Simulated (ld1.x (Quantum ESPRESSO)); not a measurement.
Plane-wave convergence, PAW potential for tungsten (W)

```json
{
 "Element": "W",
 "Generator": "ld1.x (Quantum ESPRESSO) 7.5",
 "Type": "PAW",
 "Functional": "LDA (PZ)",
 "Relativity": "scalar-relativistic",
 "Frozen core": "[Xe] 4f14",
 "Valence charge": "6",
 "Reference configuration": "5d5 6s1 6p0",
 "Partial waves": "6s (bound): rcut 2.70, rcutus 3.15 bohr; 6s channel at 0.2 Ry: rcut 2.70, rcutus 3.15 bohr; 6p (bound, empty): rcut 3.10, rcutus 4.10 bohr; 6p channel at 4.45 Ry: rcut 3.10, rcutus 4.10 bohr; 5d (bound): rcut 1.65, rcutus 1.95 bohr; 5d channel at 2.05 Ry: rcut 1.65, rcutus 1.95 bohr; 5f channel at 0.4 Ry: rcut 3.25, rcutus 3.75 bohr; 5f channel at 1.05 Ry: rcut 3.25, rcutus 3.75 bohr",
 "Local potential": "all-electron potential smoothed inside 2.00 bohr (lloc = -1)",
 "Core correction": "Bessel-smoothed model core inside 1.15 bohr",
 "Augmentation charge": "PSQ, inside the norm-conserving radii"
}
```

The pseudo-atom Hamiltonian at the reference potential is diagonalised in spherical Bessel functions j_l(qr) that vanish at 20 bohr, with q² up to the cutoff. All-electron valence levels (Ry): 6s -0.3948, 6p -0.0921, 5d -0.2589.

Task: How do the lowest levels (Ry) of each channel move with the cutoff, and are there ghosts?

Result:

```json
{"cutoff (Ry)": "8", "s #1": "-0.7329", "s #2": "-0.3947", "s #3": "0.0045", "p #1": "-0.0921", "d #1": "-0.0668", "f #1": "0.1086", "Σ f·Δε (mRy)": "961.0"}
{"cutoff (Ry)": "12", "s #1": "-2.3094", "s #2": "-0.3948", "s #3": "0.0045", "p #1": "-0.0921", "d #1": "-0.1764", "f #1": "0.1086", "Σ f·Δε (mRy)": "412.8"}
{"cutoff (Ry)": "18", "s #1": "-2.8826", "s #2": "-0.3948", "s #3": "0.0045", "p #1": "-0.0921", "d #1": "-0.2454", "f #1": "0.1086", "Σ f·Δε (mRy)": "67.7"}
{"cutoff (Ry)": "30", "s #1": "-3.0000", "s #2": "-0.3948", "s #3": "0.0045", "p #1": "-0.0921", "d #1": "-0.2586", "f #1": "0.1086", "Σ f·Δε (mRy)": "1.5"}
{"cutoff (Ry)": "40", "s #1": "-3.0067", "s #2": "-0.3948", "s #3": "0.0045", "p #1": "-0.0921", "d #1": "-0.2588", "f #1": "0.1086", "Σ f·Δε (mRy)": "0.7"}
{"cutoff (Ry)": "50", "s #1": "-3.0069", "s #2": "-0.3948", "s #3": "0.0045", "p #1": "-0.0921", "d #1": "-0.2589", "f #1": "0.1086", "Σ f·Δε (mRy)": "0.2"}
{"cutoff (Ry)": "400", "s #1": "-3.0069", "s #2": "-0.3948", "s #3": "0.0045", "p #1": "-0.0921", "d #1": "-0.2589", "f #1": "0.1086", "Σ f·Δε (mRy)": "0.0"}
```

Result: ghost state, extra bound levels that the all-electron valence spectrum of the same l lacks: s at -40.9 eV (a true bound ghost makes a file unfit for plane-wave use); 10 mRy is reached at 25 Ry and 1 mRy at 40 Ry.

Test run stopped at test 6 of 9 (negative rho).
